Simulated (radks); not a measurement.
Results of a calculation; reference values are marked as such.
Effect of the nuclear size on the silver ion Ag3+, [Kr] 4d8. Code: a radial shooting solver on a logarithmic mesh with Libxc functionals. Model: Dirac Kohn-Sham, exchange-only LDA, spin-unpolarised, spherical densities, finite nucleus; open shells are shared between the two j in proportion to 2j + 1; Fermi nuclear charge, rms radius 4.5454 fm. The rms radius is varied about that value; shifts are against it.

rms radius (fm)  total energy shift (eV)  density at nucleus (e/bohr^3)  1s1/2 shift (meV)  2s1/2 shift (meV)  4s1/2 shift (meV)  4p1/2 shift (meV)  5s1/2 (empty) shift (meV)
4.0636                            -0.564                      1.473e+05               -238              -26.6             -0.964              0.041                     -0.142
4.3818                            -0.198                      1.458e+05              -83.3              -9.31             -0.338              0.014                     -0.050
4.5454                                 0                      1.451e+05              0.000              0.000              0.000              0.000                      0.000
4.8181                             0.344                      1.439e+05                145               16.2              0.587             -0.025                      0.087
5.2499                             0.923                      1.423e+05                389               43.4               1.58             -0.067                      0.233

Slopes of the eigenvalues against <r^2> in GHz/fm^2, as finite differences over the two radii next to the reference (eigenvalue slopes, not the field-shift constants of lines): 1s1/2 13700, 2s1/2 1530, 4s1/2 55.7, 4p1/2 -2.36, 5s1/2 (empty) 8.23.
